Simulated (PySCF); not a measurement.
An unknown is described by computed data only.

Elements present: C, Cl, H and Si. Monoisotopic mass: 170.0319 u.

* Rotational structure: rotational constants A, B, C: 1.653, 0.622, 0.551 GHz [PBE0-D3(BJ)/def2-SVP]
* Triplet: lowest triplet excitation (Tamm–Dancoff): 3.99 eV [TDA PBE0/def2-SVPD]
* 13C NMR: chemical shifts (computed TMS as zero) by class: 142.2 (1 C), 139.3 (2 C), 136.0 (1 C), 133.4 (2 C), 3.1 (2 C) ppm [GIAO PBE0/pcSseg-1]
* Polarisability: 130.9 au [PBE0/def2-SVPD]
* UV, first state: lowest singlet excitation: 5.33 eV (233 nm, f = 0.003) [TDDFT PBE0/def2-SVPD]
* Dipole: 2.34 D [PBE0/def2-SVPD]
* UV, strongest line: among the 10 lowest singlet transitions: S7 at 6.88 eV (180 nm, f = 0.630) [TDDFT PBE0/def2-SVPD]

Gas-phase values; electronic properties from PySCF, density fitting. Levels stand in brackets. One conformer (not necessarily the lowest) at the PBE0-D3(BJ)/def2-SVP geometry, without solvent, vibrations or thermal averaging. NMR values are class means; diastereotopic atoms form classes of their own.

Q: Which formula fits the mass and the elements?

A: C8H11ClSi (calculated 170.0319). No other formula that holds each of these elements comes within 0.0003 u with a fitting electron parity and a possible valence count.

Q: Give a SMILES that accounts for the data.

A: Numbering: `[CH3:1][Si:2]([CH3:3])([Cl:4])[c:5]1[cH:6][cH:7][cH:8][cH:9][cH:10]1`. Its formula, C8H11ClSi, gives 4 degrees of unsaturation: 1 ring and 3 π bonds in the structure found (Kekulé form). 8 carbons fall into 5 classes; from least to most shielded: substituted aromatic carbon [C5] (142.2 ppm), aromatic CH carbon [C6/C10] (139.3 ppm, 2 C, up to 3.2 ppm apart in this geometry), aromatic CH carbon [C8] (136.0 ppm), aromatic CH carbon [C7/C9] (133.4 ppm, 2 C), Si-methyl carbon [C1/C3] (3.1 ppm, 2 C, up to 4.9 ppm apart in this geometry). The optimised geometry has point group C1 and is an asymmetric top. Structure: `C[Si](C)(Cl)c1ccccc1` (Me2PhSiCl). The assignments are read from this structure; whether some other isomer fits the data as well wasn't checked.

Conformer computed: `[CH3:1][Si:2]([CH3:3])([Cl:4])[c:5]1[cH:6][cH:7][cH:8][cH:9][cH:10]1`: C1–Si2–C5–C6 -108°.
